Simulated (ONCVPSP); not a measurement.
**Building the ONCV potential for nickel (Ni) (LDA (Perdew-Wang 92), scalar-relativistic).**

- Element: nickel (Ni)
- Generator: ONCVPSP 4.0.1
- Type: optimised norm-conserving Vanderbilt (ONCV)
- Functional: LDA (Perdew-Wang 92)
- Relativity: scalar-relativistic
- Frozen core: [Ne] 3s2
- Valence charge: 16
- Reference configuration: 3p6 3d8 4s2
- Partial waves: 4s: rc 1.90 bohr, ncon 5, nbas 8, qcut 4 1/bohr, 2 projectors, debl 0.5 Ha; 3p: rc 0.80 bohr, ncon 4, nbas 9, qcut 8.6 1/bohr, 1 projector; 3d: rc 0.85 bohr, ncon 4, nbas 8, qcut 16.3 1/bohr, 2 projectors, debl 3.4 Ha
- Local potential: polynomial inside 0.50 bohr (lpopt 5, dvloc0 1 Ha)
- Core correction: none

Poles of the logarithmic derivatives, all-electron (AE) and pseudo (PS). s: poles at 2.3 (AE) and -3.4, 2.3 (PS) Ha. p: poles at 3.9 (AE) and 3.5 (PS) Ha. d: poles at 3.6 (AE) and 3.6 (PS) Ha. Test radii: s 1.92, p 0.81, d 0.86 bohr.

* Cutoffs needed: 113 Ha and 191 Ha (the cutoffs (Ha) at which the residual kinetic energy of the hardest occupied pseudo-wave falls to 1 and 0.1 mHa per electron)
* Ghost test: ghosts flagged at negative energy: s at -91.8 eV; GHOST(+) flagged for s at 196.2 eV; a true bound ghost makes a file unfit for plane-wave use
* Largest excitation error: +81 meV (all-electron minus pseudo) for 3p6 3d7 4s0, out of 4 test configurations
